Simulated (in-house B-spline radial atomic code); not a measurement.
Configurations of In III (In2+), with energies counted from [Kr] 4d10 5s1. Method: scalar-relativistic (X2C) LC-wPBE, spin-polarised, spherical fractional occupations, Fermi nucleus of rms radius 4.6156 fm. Calculated with a radial B-spline atomic code at the basis-set limit. Caution: exact exchange at fractional occupations of open shells leaves self-interaction of up to several eV. Shells without spins written out take the highest spin.

Occupations are held fixed; configurations that lie above the ionisation limit could autoionise.

```
                                                        configuration  E - E(ref) (eV)  highest orbital  its <r> (bohr)
                                                        [Kr] 4d10 6s1            15.44            6s up            5.02
                                                        [Kr] 4d10 6p1           19.001            6p up           6.154
                                       [Ar] 3d10 4s2 4p5 4d10 5s1 6s1           96.011            6s up           4.878
                                       [Ar] 3d10 4s2 4p5 4d10 4f1 5s1           102.61            4f up            6.13
                                       [Ar] 3d10 4s2 4p5 4d10 5s1 5f1           104.74            5f up            10.4
[Ar] 3d10 4s2 4p(2 up, 3 down) 4d10 5s(0 up, 1 down) 5f(1 up, 0 down)           104.82            5f up           10.67
                                        [Ar] 3d9 4s2 4p6 4d10 5s1 6s1           462.35            6s up           4.861
```

Order these further configurations by energy, lowest first.
A. [Kr] 4d10 5p(0 up, 1 down)
B. [Ar] 3d10 4s2 4p5 4d10 5s1 5p1
C. [Ar] 3d10 4s2 4p5 4d10 5s1 5d1
D. [Kr] 4d(4 up, 5 down) 5s(1 up, 0 down) 5p(0 up, 1 down)
E. [Kr] 4d(4 up, 5 down) 5s(1 up, 0 down) 5f(0 up, 1 down)

A (9.728 eV), D (29.313 eV), E (44.275 eV), B (88.333 eV), C (98.47 eV).

How far above the reference does [Ar] 3d9 4s2 4p6 4d10 5s2 lie?

445.79 eV; its least bound orbital is 5s down with <r> = 2.246 bohr.

How far above the reference does [Kr] 4d10 5d1 lie?

17.895 eV; its least bound orbital is 5d up with <r> = 4.592 bohr.
